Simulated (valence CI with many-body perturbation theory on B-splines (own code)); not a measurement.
**Level structure of Sm XXXI**

Level of theory: valence CI with perturbative core correlation (CI+MBPT): four valence electrons over a frozen Dirac-Fock core [Ar] 3d10, radial functions for each j: 11 s, 11 p, 10 d, 8 f, 5 g, 2 h, with the one-electron correlation potential Σ1 (screened to all orders), the two-electron term Σ2, the three-electron term Σ3, Breit, model QED; selected single and double excitations, second order for the rest, scaled by the run's own slope (own B-spline code, finite nucleus).

The last digits are not significant, and no measured levels were compared; by estimate large intervals hold to a few tenths of a per cent, small ones and those within an open d or f shell to about a per cent. Among the levels kept, up to 340 cm⁻¹ of a level comes from second order outside the variational space, and about a tenth of that is noise between levels of different J, which matters for small intervals.

Levels 46 to 90 of 182, with energies above the lowest level, (4s^2 4p1/2^2) J=0. "Leading %" is the weight of the configuration and term that name the level; weights of strongly mixed levels are sums over their largest components and can fall short, so below about 35 % the name and the second component can differ from the true leading terms, or belong to a minority configuration. In the jj column 3d3/2^4 stands for four electrons in 3d with j = 3/2. Lifetimes count E1, E2, E3, M1 and M2 decay at the calculated energies, and are blank where another channel may lead or the interval is too uncertain; long ones can be off by a factor of two.

```
No.  Configuration  Term  J  E (cm⁻¹)  Leading %                   Leading jj  Lifetime      g
 46        4s4p²4d    ⁵P  2   2071400         42  4s 4p1/2 4p3/2 4d3/2 (82 %)   1.88 ps  1.532
 47        4s4p²4d    ⁵P  1   2076000         53  4s 4p1/2 4p3/2 4d3/2 (88 %)   1.93 ps  2.050
 48        4s4p²4d    ³D  1   2087300         27  4s 4p1/2 4p3/2 4d3/2 (57 %)   3.37 ps  0.901
 49        4s4p²4d    ³P  2   2088200         53  4s 4p1/2 4p3/2 4d5/2 (72 %)   4.30 ps  1.352
 50        4s4p²4d    ⁵D  3   2093300         35  4s 4p1/2 4p3/2 4d5/2 (75 %)   5.95 ps  1.281
 51        4s4p²4d    ³F  4   2136500         29  4s 4p1/2 4p3/2 4d5/2 (64 %)   6.74 ps  1.175
 52        4s4p²4d    ³D  1   2139300         72  4s 4p1/2 4p3/2 4d3/2 (78 %)   2.16 ps  0.766
 53        4s4p²4d    ³D  3   2149800         53  4s 4p1/2 4p3/2 4d5/2 (61 %)   2.25 ps  1.254
 54        4s4p²4d    ¹G  4   2154800         32  4s 4p1/2 4p3/2 4d5/2 (88 %)   16.5 ps  1.099
 55        4s4p²4d    ³D  3   2156100         39  4s 4p1/2 4p3/2 4d5/2 (80 %)   7.59 ps  1.186
 56        4s4p²4d    ³F  2   2166300         39  4s 4p1/2 4p3/2 4d3/2 (67 %)   1.90 ps  0.907
 57        4s4p²4d    ³P  0   2178300         89  4s 4p1/2 4p3/2 4d3/2 (65 %)   2.13 ps       
 58        4s4p²4d    ³D  1   2181900         72  4s 4p1/2 4p3/2 4d5/2 (85 %)   4.53 ps  0.671
 59        4s4p²4d    ³F  3   2211400         33  4s 4p1/2 4p3/2 4d5/2 (71 %)   3.15 ps  1.055
 60        4s4p²4d    ³F  2   2215800         30  4s 4p1/2 4p3/2 4d5/2 (56 %)   2.94 ps  1.003
 61        4s4p²4d    ³P  1   2219100         43  4s 4p1/2 4p3/2 4d5/2 (87 %)   2.94 ps  1.447
 62        4s4p²4d    ³P  0   2220900         54  4s 4p1/2 4p3/2 4d5/2 (50 %)   2.62 ps       
 63        4s4p²4d    ³D  2   2225100         56  4s 4p1/2 4p3/2 4d5/2 (78 %)   3.02 ps  1.167
 64        4s4p²4d    ¹P  1   2246700         33  4s 4p1/2 4p3/2 4d3/2 (36 %)   1.63 ps  1.146
 65        4s4p²4d    ³P  2   2246900         33  4s 4p1/2 4p3/2 4d5/2 (59 %)   1.78 ps  1.207
 66            4p⁴    ³P  0   2308300         33               4p3/2^4 (48 %)   9.26 ps       
 67        4s4p²4d    ³F  4   2311300         45      4s 4p3/2^2 4d5/2 (81 %)   13.3 ps  1.323
 68        4s²4p4f    ³G  3   2323800         42      4s^2 4p1/2 4f5/2 (58 %)   2.67 ps  0.978
 69        4s4p²4d    ³D  2   2324800         30      4s 4p3/2^2 4d3/2 (80 %)   2.09 ps  1.378
 70        4s4p²4d    ³D  3   2328000         22      4s 4p3/2^2 4d3/2 (53 %)   2.27 ps  1.177
 71        4s4p²4d    ³P  1   2328300         33      4s 4p3/2^2 4d3/2 (79 %)   2.40 ps  1.636
 72        4s4p²4d    ³G  5   2330500         54      4s 4p3/2^2 4d5/2 (91 %)   45.4 ps  1.283
 73        4s²4p4f    ³G  4   2338500         30      4s^2 4p1/2 4f7/2 (79 %)   6.29 ps  1.092
 74        4s²4p4f    ³F  2   2355800         32      4s^2 4p1/2 4f5/2 (64 %)   2.35 ps  0.843
 75        4s²4p4f    ³D  3   2361500         37      4s^2 4p1/2 4f7/2 (76 %)   2.50 ps  1.181
 76        4s4p²4d    ³F  4   2370600         58      4s 4p3/2^2 4d3/2 (71 %)   2.16 ps  1.187
 77        4s4p²4d    ³P  0   2398400         66      4s 4p3/2^2 4d3/2 (45 %)   1.60 ps       
 78        4s4p²4d    ¹F  3   2426700         31      4s 4p3/2^2 4d5/2 (57 %)   3.62 ps  1.097
 79        4s4p²4d    ³D  1   2431400         29      4s 4p3/2^2 4d3/2 (46 %)   2.11 ps  1.236
 80        4s4p²4d    ³D  2   2438900         40      4s 4p3/2^2 4d3/2 (53 %)   2.09 ps  1.083
 81        4s4p²4d    ³D  1   2444800         35      4s 4p3/2^2 4d5/2 (49 %)   2.29 ps  1.093
 82        4s4p²4d    ³P  2   2447200         31      4s 4p3/2^2 4d3/2 (36 %)   1.72 ps  1.228
 83        4s4p²4d    ³D  3   2453900         42      4s 4p3/2^2 4d5/2 (56 %)   3.43 ps  1.194
 84        4s4p²4d    ³D  1   2458800         43      4s 4p3/2^2 4d3/2 (66 %)   1.93 ps  0.753
 85        4s4p²4d    ³F  4   2458900         57      4s 4p3/2^2 4d5/2 (70 %)   3.91 ps  1.173
 86        4s4p²4d    ³D  3   2479400         75      4s 4p3/2^2 4d5/2 (77 %)   3.02 ps  1.290
 87        4s4p²4d    ³D  2   2483500         36      4s 4p3/2^2 4d5/2 (39 %)   2.06 ps  1.150
 88        4s4p²4d    ¹D  2   2513000         54      4s 4p3/2^2 4d5/2 (74 %)   4.91 ps  1.038
 89        4s4p²4d    ¹F  3   2513500         32      4s 4p3/2^2 4d5/2 (47 %)   1.83 ps  1.131
 90         4s²4d²    ³F  2   2529300         60          4s^2 4d3/2^2 (43 %)   1.32 ps  0.787
```

Where two levels of one J and parity lie close, their mixing, g and order are uncertain.
